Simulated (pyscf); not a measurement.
# `[Cl][GeH2][SeH]`, singlet

Gas-phase minimum from PySCF at ωB97X-D3(BJ)/def2-SVP, one conformer. 

```xyz
6

Cl     0.5317     2.3511    -0.5572
Ge     0.2661     0.2088    -0.6061
Se     0.8949    -0.7415     1.4173
H     -1.2153    -0.0352    -0.8980
H      1.2041    -0.3532    -1.6746
H     -0.2725    -0.1956     2.1166
```

Bonds (Å): Cl1–Ge2 2.159, Ge2–Se3 2.322, Ge2–H4 1.529, Ge2–H5 1.529, Se3–H6 1.466. Angles (°): Cl1–Ge2–Se3 110.7, Cl1–Ge2–H4 106.4, Cl1–Ge2–H5 107.8, Se3–Ge2–H4 111.3, Se3–Ge2–H5 107.0, H4–Ge2–H5 113.7, Ge2–Se3–H6 92.7.

Properties at ωB97X-D3(BJ)/def2-SVP:

```yaml
harmonic_wavenumbers_unscaled: 114, 163, 315, 436, 447, 647, 739, 799, 871, 2217, 2229, 2503 cm⁻¹
zero_point_energy: 16.4 kcal/mol
rotational_symmetry_number: 1
Entropy of this conformer at 298 K and 1 atm, rigid rotor and harmonic oscillator, modes under 100 cm⁻¹ raised to 100: 331.2 J/(mol K)
dipole_moment: 1.68 D
```

Single-point totals, which compare only within one level (frozen core for MP2 and CC):

```json
[
 {"level": "ωB97X-D3(BJ)/def2-TZVP", "total energy (hartree)": "-4940.53895"},
 {"level": "PBE/def2-TZVP", "total energy (hartree)": "-4939.76945"},
 {"level": "r²SCAN/def2-TZVP", "total energy (hartree)": "-4940.58925"},
 {"level": "B3LYP-D3(BJ)/def2-TZVP", "total energy (hartree)": "-4940.74873"},
 {"level": "PBE0-D3(BJ)/def2-TZVP", "total energy (hartree)": "-4939.94695"},
 {"level": "M06-2X/def2-TZVP", "total energy (hartree)": "-4940.64794"},
 {"level": "ωB97M-D3(BJ)/def2-TZVP", "total energy (hartree)": "-4940.71842"},
 {"level": "HF/def2-TZVPP", "total energy (hartree)": "-4936.54202"},
 {"level": "MP2/def2-TZVPP", "total energy (hartree)": "-4937.26151"},
 {"level": "CCSD/def2-TZVPP", "total energy (hartree)": "-4937.29078"},
 {"level": "CCSD(T)/def2-TZVPP", "total energy (hartree)": "-4937.31961"}
]
```

Soft torsions are taken as harmonic, which can shift the entropy by several J/(mol K). The CCSD(T) − MP2 part came from Ansatz, without density fitting, on the same reference. The frozen core leaves the outer d or s,p core shells of the metals and heavy elements correlated in the MP2 and CC values, and def2-TZVPP describes them poorly, so these totals are far from the basis limit. Elements up to Kr have no core potential and no relativistic terms here.
